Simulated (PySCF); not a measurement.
## How methods differ on the ionisation energy of Gd³⁹⁺

Gd³⁹⁺ [Ar] 3d7 [3d3/2^4 3d5/2^3, M_J = 9/2] → Gd⁴⁰⁺ [Ar] 3d6 [3d3/2^4 3d5/2^2, M_J = 4], as a difference of total energies. All numbers are calculated (PySCF 2.14, the two-component X2C-1e Hamiltonian, in an uncontracted even-tempered set (16 s from 8.1 bohr⁻², ratio 2.8; 12 p from 11 bohr⁻², ratio 2.8; 8 d from 11 bohr⁻², ratio 2.8; 3 f from 39 bohr⁻², ratio 3)). Correlated levels: [Ne] frozen; the 74 highest virtual spinors dropped. "Screened" scales the spin-orbit matrix elements by Boettger's factors to mimic the two-electron term; Breit and QED terms are absent.

```json
{"method": "GHF (spin-free)", "ionisation energy (eV)": "2946.9"}
{"method": "GMP2 (spin-free)", "ionisation energy (eV)": "2947.9"}
{"method": "GHF (screened spin-orbit)", "ionisation energy (eV)": "2942.0"}
{"method": "GMP2 (screened spin-orbit)", "ionisation energy (eV)": "2942.4"}
```

Breit and QED terms and the two-electron picture change are absent.

The spin-free rows relax to the high-spin LS determinant and lack the spin-orbit shift.

The labels give the starting determinants; with spin-orbit coupling the two ends relaxed to ⟨J²⟩ = 24.75, ⟨L²⟩ = 15.25, ⟨S²⟩ = 2.72 and ⟨J²⟩ = 20.02, ⟨L²⟩ = 11.28, ⟨S²⟩ = 3.40.

For comparison: 2941 ± 4 eV (theoretical estimate listed by NIST; NIST Atomic Spectra Database, ionization energies).
